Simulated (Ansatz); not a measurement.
The molecule Ag₂, multiplicity 3 (not the ground state: that is measured with 2S+1 = 1). No spin–orbit coupling.

Seven points along R, fitted to fifth degree in 1/R; most abundant isotopes. Runs in def2 and cc sets follow the lowest solution found near the PBE0 minimum.

Programs: Ansatz (Gaussian orbitals).  In def2 rows elements past Kr take small-core potentials, without spin–orbit coupling.

```tsv
level	r_e (Å)	ω_e (cm⁻¹)	α_e (cm⁻¹)	B_e (cm⁻¹)
PBE0/def2-TZVPP	3.191	40	0.00074	0.0310
wB97X-V/def2-TZVPP	3.329	28	0.0011	0.0285
CCSD(T)/def2-TZVPP	3.353	29	0.00084	0.0280
```

Correlated levels freeze the inner cores; with def2 sets outer-core shells near the valence are correlated too.

Ansatz is an electronic-structure program.
